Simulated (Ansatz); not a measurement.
`OB1OC1Br` and `OB1CO1` differ in one atom or group.

Ansatz, PBE0-D4/def2-TZVP geometries, multiplicity 1. Each molecule was computed in one conformer, which needn't be the lowest.

Scalar relativity is left out up to krypton. Spin–orbit coupling is left out; it splits and shifts lone-pair levels of the heavy atoms by tenths of an eV.

```
                                                                                  property  `OB1OC1Br`
                                                     LUMO energy (ωB97M-V/def2-TZVPP) / eV        1.47
                                                     HOMO energy (ωB97M-V/def2-TZVPP) / eV       -9.90
ideal-gas entropy at 298 K and 1 bar (rigid rotor, harmonic PBE0-D4/def2-TZVP) / J/(mol·K)         316
                                          size of the dipole moment (B3LYP/def2-TZVPP) / D        2.28
                                            zero-point energy (PBE0-D4/def2-TZVP) / kJ/mol       104.2
                                            size of the dipole moment (PBE/def2-TZVPP) / D        2.29
```

Problem. Give the same properties after the change, and the shifts. (An estimate is asked.)

Solution. Computed: 
| property | `OB1CO1` | shift |
| --- | --- | --- |
| LUMO energy (ωB97M-V/def2-TZVPP) / eV | 1.74 | 0.27 |
| HOMO energy (ωB97M-V/def2-TZVPP) / eV | -10.42 | -0.52 |
| ideal-gas entropy at 298 K and 1 bar (rigid rotor, harmonic PBE0-D4/def2-TZVP) / J/(mol·K) | 272 | -44 |
| size of the dipole moment (B3LYP/def2-TZVPP) / D | 2.98 | 0.70 |
| zero-point energy (PBE0-D4/def2-TZVP) / kJ/mol | 129.3 | 25.1 |
| size of the dipole moment (PBE/def2-TZVPP) / D | 2.78 | 0.49 |

With PBE0 the HOMO falls by 0.41 eV and the LUMO rises by 0.71 eV, so the gap widens by about 1.12 eV. PBE moves the HOMO by -0.29 eV and ωB97M-V by -0.52 eV. Dipoles are sizes alone; their direction can turn.

Positive LUMOs are unbound, so they and the gaps depend on the basis.

B3LYP here is the variant with VWN-RPA as its local correlation; programs differ in this.
